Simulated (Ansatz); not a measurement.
Isolated molecules relaxed with PBE0-D4/def2-TZVP in Ansatz; ΔE leaves out vibrations. CCSD(T)/CBS adds triple-zeta CCSD(T) − MP2 to the extrapolated MP2 energy (def2 sets, frozen cores). This one scheme is used for every species. DFT in def2-TZVPP. B3LYP here is the variant with VWN-RPA as its local correlation; programs differ in this. HSE06 is defined as in plane-wave codes. Elements past krypton have def2 core potentials. For Sn outer-core shells are correlated without core-valence functions, which leaves a few kJ/mol of doubt a bond. One conformer a species, not always the lowest.

`F[BH][SnH2][SiH3]` + `C[SiH3]` → `CBF` + `[SiH3][SnH2][SiH3]`  (redistribution)

```
         level  ΔE (eV)
     revPBE-D4    -0.65
      B3LYP-D4    -0.66
       ωB97M-V    -0.64
        revPBE    -0.64
       r2SCAN0    -0.69
         HSE06    -0.68
   HF/def2-SVP    -0.73
MP2/def2-QZVPP    -0.64
```

**Question.** What does CCSD(T)/CBS give? (Estimate.)

**Answer.** Ansatz gave: -0.64 eV. The listed levels differ from it by -0.01, -0.02, 0.00, 0.00, -0.05, -0.04, -0.09, 0.00 eV.

Largest T1 diagnostic among the species: 0.014.

Leaving LDA and LC-ωPBE aside and taking each functional with its dispersion term where it has one, the values, not all of them listed here, spread over 0.06 eV, from B97M-V to BLYP-D4. LDA lies −0.04 eV from PBE without D4. From BLYP to BHLYP (50 % exact exchange), in def2-TZVPP and without D4, ΔE moves by −0.04 eV. At CCSD(T), def2-SVP lies −0.08 eV from the extrapolated value and def2-TZVPP +0.02 eV.
